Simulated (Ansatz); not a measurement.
`F[Si](Cl)(Br)Br` + HCl → `Cl[Si](Cl)(Br)Br` + H–F at 600 K and 1 bar (ligand exchange at the Si–F bond).

Computed with Ansatz on PBE0-D4/def2-TZVP structures; ΔE is electronic, products minus reactants. CBS: MP2 limit from def2 TZ/QZ plus the TZ coupled-cluster correction, frozen cores. This one scheme is used for every species. For Br outer-core shells are correlated without core-valence functions, which leaves a few kJ/mol of doubt a bond. Scalar relativity is left out up to krypton.

| species | CCSD(T)/CBS energy (Eh) | H − E (kJ/mol) | S (J/(mol·K)) |
| --- | --- | --- | --- |
| `F[Si](Cl)(Br)Br` | -5995.50423 | 69.0 | 432.1 |
| HCl | -460.38127 | 35.4 | 207.2 |
| `Cl[Si](Cl)(Br)Br` | -6355.47272 | 67.6 | 440.1 |
| H–F | -100.39570 | 42.3 | 194.0 |

H − E and S are ideal-gas, rigid-rotor, harmonic terms from PBE0-D4/def2-TZVP. 1 Eh = 2625.50 kJ/mol, R = 8.31446 J/(mol·K).

Q: By hand: ΔE, ΔH, ΔS and ΔG.

A: ΔE = (-6355.47272) + (-100.39570) − (-5995.50423) − (-460.38127) = 0.01708 Eh = 44.8 kJ/mol. Δ(H − E) = 67.6 + 42.3 − 69.0 − 35.4 = 5.5, so ΔH = 50.3 kJ/mol. ΔS = 440.1 + 194.0 − 432.1 − 207.2 = -5.2 J/(mol·K). ΔG = 50.3 − 600 × (-5.2)/1000 = 53.4 kJ/mol.

Q: By hand: the equilibrium constant, and the temperature at which ΔG would vanish if ΔH and ΔS stayed fixed.

A: log₁₀ K = −ΔG/(RT ln 10) = -4.6. ΔH and −TΔS have one sign here, so there is no such temperature. One of them is within its doubt of zero, so this could turn.

The number of gas molecules stays the same, so ΔS is small and ΔH decides. A doubt of 5 kJ/mol in ΔE shifts log₁₀ K by 0.4 here. These are equilibria of isolated gas molecules and say nothing of rates. Largest T1 diagnostic: 0.008 (customary marks: 0.02 for closed shells, 0.045 for open ones).
